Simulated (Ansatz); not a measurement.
C2H6Mg, charge -1, doublet, geometry from GFN2-xTB (such geometries of metal compounds can be far from the true shape) (a state made from the parent by changing its charge; the spin is typed, not shown lowest) (a gas-phase anion, which may not be bound at this level). Base run: PBE/6-31G (Ansatz, a quantum-chemistry and plane-wave program).

Ansatz was given this input:
Ansatz 0.2 input:
```yaml
crystal:
  periodic: [false, false, false]
  atoms:
    - {symbol: Mg, position_ang: [0.00908037, 0.00925639, 0.01294791]}
    - {symbol: C, position_ang: [1.74983068, 0.27008592, -1.43459595]}
    - {symbol: H, position_ang: [2.50975584, -0.53302003, -1.37360574]}
    - {symbol: H, position_ang: [2.32099919, 1.20740967, -1.28842028]}
    - {symbol: H, position_ang: [1.44807111, 0.28951405, -2.49986139]}
    - {symbol: C, position_ang: [-1.75988467, -0.28033481, 1.42025972]}
    - {symbol: H, position_ang: [-2.34258660, -1.20136949, 1.22435071]}
    - {symbol: H, position_ang: [-2.50595139, 0.53689823, 1.37903060]}
    - {symbol: H, position_ang: [-1.47892863, -0.34901579, 2.48914849]}
basis:
  gaussian:
    orbitals: 6-31G
hamiltonian:
  xc: pbe
total_charge: -1
magnetization: {spin_polarized: true, initial_magnetization: 1}
```

Variants of this job, named by their change:

| change | ΔE vs base (kcal/mol) |
|---|---|
| base | 0.000 |
| point_charge = charge:0.5 position_ang:-1.0041, 0.5624, -5.8149 | -30.26 |
| forces = on | 0.000 |
| point_charge = charge:-1.0 position_ang:-4.0845, 2.6379, -3.3865 | 46.44 |
| final_grid = 14, 28, 59 | 0.000 |
| final_grid = 4, 8, 17 | 0.303 |
| accuracy = high | 0.004 |
| final_grid = 10, 20, 41 | -0.001 |
| fitting.mean_field = def2-universal-JKFIT | -0.027 |
| lower_state_search = off | 0.000 |
| nuclear_model = gaussian | 0.055 |

A gas-phase anion may not be bound at this level; its values then depend on the basis.
